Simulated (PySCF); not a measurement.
A structure optimised at B3LYP-D3(BJ)/def2-SVP, used in a PySCF frequency run:

```
Si
O 1 1.6560
C 2 1.4101 1 125.27
H 3 1.1006 2 108.55 1 180.00
H 3 1.1062 4 108.03 2 -121.61
H 3 1.1062 4 108.03 5 -116.78
N 1 1.7138 2 106.83 3 180.00
C 7 1.1991 1 174.32 2 0.00
O 8 1.1708 2 151.77 1 180.00
H 1 1.4883 2 111.07 3 -61.51
H 1 1.4883 10 110.19 2 -123.53
```
Charge 0, spin multiplicity 1.

### Question
Write its SMILES, formula and point group.

### Answer
CO[SiH2]N=C=O, C2H5NO2Si, Cs

### Question
What are its rotational constants (standard atomic weights)?

### Answer
10.600, 1.1825, 1.0849 GHz
